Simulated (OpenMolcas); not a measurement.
**Au6+ in a point-charge field**

Au6+ among 4 point charges of -2 e arranged as a square (D4h), 2.07 Å from the ion.
```
   2.0700    0.0000    0.0000  -2.00
   0.0000    2.0700    0.0000  -2.00
  -2.0700    0.0000    0.0000  -2.00
   0.0000   -2.0700    0.0000  -2.00
```

* Program: OpenMolcas 26.06
* Method: CASSCF
* Basis: ANO-RCC-VDZP [7s6p4d2f]
* Scalar Hamiltonian: DKH2, point nucleus
* Active space: 5 electrons in 5 orbitals (5d)
* State averaging: 2S+1 = 6 even, 1 root; 2S+1 = 4 even, 24 roots; 2S+1 = 2 even, 75 roots
* Spin-orbit coupling: RASSI with atomic mean-field integrals over the reference wave functions

The lowest spin-free states (labels of D4, the rotations of D4h), above the lowest:

| State | Degeneracy | E (cm-1) | Free-ion L (%) |
| --- | --- | --- | --- |
| 6A1 | 1 | 0.0 | S (100) |
| 4B1 | 1 | 24590 | G (57) |
| 4E | 2 | 24957 | G (61) |
| 4B2 | 1 | 27896 | G (71) |
| 4E | 2 | 29026 | G (45) |
| 4A2 | 1 | 29632 | G (79) |
| 4A1 | 1 | 31904 | G (100) |
| 4E | 2 | 31912 | G (72) |
| 4A1 | 1 | 32080 | G (100) |
| 4B1 | 1 | 36008 | D (61) |
| 4B2 | 1 | 36568 | D (71) |
| 4A1 | 1 | 38708 | D (100) |
| 4A2 | 1 | 39621 | P (79) |
| 2B2 | 1 | 40459 | I (68) |
| 2E | 2 | 40464 | I (67) |
| 2A1 | 1 | 40592 | I (67) |
| 2A2 | 1 | 41332 | I (58) |
| 2E | 2 | 42244 | I (71) |
| 2A1 | 1 | 42488 | I (62) |
| 2B1 | 1 | 42766 | I (77) |

The lowest levels with spin-orbit coupling:

```
E (cm-1)  Degeneracy  Label      2S+1                g
     0.0           2   E1/2  6 (71 %)   1.85 5.57 5.57
   565.8           2   E3/2  6 (76 %)   0.99 0.99 5.43
    1401           2   E3/2  6 (82 %)   1.01 1.01 9.36
   16214           2   E1/2  4 (56 %)   0.63 3.52 3.52
   18766           2   E3/2  4 (61 %)   1.53 1.53 1.68
   21532           2   E1/2         4   1.77 3.70 3.70
   23940           2   E3/2  4 (79 %)   0.95 3.89 3.89
   25253           2   E3/2  4 (77 %)   1.39 3.48 3.48
   26658           2   E3/2  4 (58 %)   1.62 1.62 3.05
   26680           2   E1/2  4 (74 %)   0.57 0.57 6.41
   28758           2   E1/2  4 (75 %)   0.24 1.03 1.03
   29943           2   E1/2  4 (74 %)  0.58 0.58 10.12
   30239           2   E3/2  4 (75 %)   1.29 1.29 3.54
   30497           2   E3/2  4 (72 %)   0.63 0.63 4.94
   31442           2   E3/2  4 (67 %)   1.43 1.43 3.98
   31674           2   E1/2  4 (73 %)   0.09 1.65 1.65
   32326           2   E1/2  4 (65 %)   2.50 2.50 2.59
   32523           2   E1/2  4 (75 %)   1.13 2.11 2.11
   33278           2   E1/2  4 (82 %)   0.01 3.29 3.29
   33996           2   E3/2  4 (76 %)   0.30 0.30 9.94
```

Powder χT (cm3 K/mol): 2.06 at 2 K, 2.09 at 10 K, 2.26 at 50 K, 2.47 at 100 K, 2.86 at 200 K, 3.13 at 300 K. The effective moment at 300 K is 2.828 √(χT) = 5.01 μB.

Without dynamic correlation the repulsion within the d shell is too large (B by tens of per cent), so at a given field states of lower spin stand too high. Point charges give a weaker field than real ligands, and real ions of this kind are as a rule low spin; the high spin found here belongs to the model. Point charges carry no covalency, so the field is a model and not that of real ligands. No measured value stands beside these numbers.

The RASSCF and RASSI steps took 25 s on 1 thread of Arm Neoverse V1, with other jobs on the host; the integral step is not counted.
